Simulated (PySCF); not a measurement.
`c1cc(C=C=S)ccc1`, C8H6S

Molfile (atoms numbered from 1):
```
C8H6S
     RDKit          3D

 15 15  0  0  0  0  0  0  0  0999 V2000
    3.2588    0.3779    2.8047 S   0  0  0  0  0  0  0  0  0  0  0  0
    2.5449   -0.1251    1.5176 C   0  0  0  0  0  0  0  0  0  0  0  0
    1.9444   -0.5469    0.4388 C   0  0  0  0  0  0  0  0  0  0  0  0
    0.5838   -0.2180    0.0424 C   0  0  0  0  0  0  0  0  0  0  0  0
    0.0585   -0.7425   -1.1385 C   0  0  0  0  0  0  0  0  0  0  0  0
   -1.2326   -0.4374   -1.5251 C   0  0  0  0  0  0  0  0  0  0  0  0
   -2.0195    0.3917   -0.7430 C   0  0  0  0  0  0  0  0  0  0  0  0
   -1.5057    0.9159    0.4330 C   0  0  0  0  0  0  0  0  0  0  0  0
   -0.2166    0.6170    0.8251 C   0  0  0  0  0  0  0  0  0  0  0  0
    2.4987   -1.2012   -0.2224 H   0  0  0  0  0  0  0  0  0  0  0  0
    0.6662   -1.3917   -1.7530 H   0  0  0  0  0  0  0  0  0  0  0  0
   -1.6268   -0.8492   -2.4426 H   0  0  0  0  0  0  0  0  0  0  0  0
   -3.0279    0.6287   -1.0477 H   0  0  0  0  0  0  0  0  0  0  0  0
   -2.1151    1.5615    1.0482 H   0  0  0  0  0  0  0  0  0  0  0  0
    0.1846    1.0273    1.7405 H   0  0  0  0  0  0  0  0  0  0  0  0
  1  2  2  0
  2  3  2  0
  3  4  1  0
  4  5  2  0
  5  6  1  0
  6  7  2  0
  7  8  1  0
  8  9  2  0
  9  4  1  0
  3 10  1  0
  5 11  1  0
  6 12  1  0
  7 13  1  0
  8 14  1  0
  9 15  1  0
M  END
```

Computed, not measured: GIAO KT1/6-31G magnetisability, rotational g tensor and spin-rotation constants, non-relativistic, gas phase (PySCF 2.14.0). Geometry: GFN2-xTB.

Q: Give the nuclear spin-rotation constants along the inertial axes (H = +C I·J) beside the isotropic shieldings.

A: Rotational constants 4.5091, 0.6847, 0.5945 GHz. A star marks the isotopologue with that one atom substituted, in its own axes.
```tsv
atom	isotope	Caa (kHz)	Cbb (kHz)	Ccc (kHz)	mean (kHz)	σ (ppm)
H10	1H	-0.537	0.058	-0.076	-0.185	27.6
H11	1H	-0.470	0.066	-0.071	-0.158	26.4
H12	1H	0.133	-0.024	-0.066	0.014	25.9
H13	1H	0.300	-0.050	-0.067	0.061	26.1
H14	1H	-0.467	0.068	-0.066	-0.155	25.9
H15	1H	0.135	-0.021	-0.069	0.015	25.8
S1	33S*	2.192	0.202	0.235	0.876	204.9
C2	13C*	2.156	0.276	0.341	0.924	-57.5
C3	13C*	0.746	0.182	0.095	0.341	132.2
C4	13C*	1.750	0.215	0.056	0.674	87.9
C5	13C*	1.224	0.275	0.065	0.521	90.2
C6	13C*	1.685	0.231	0.054	0.657	85.7
C7	13C*	1.744	0.216	0.051	0.670	89.1
```
For the geometry as given, no vibrational averaging.
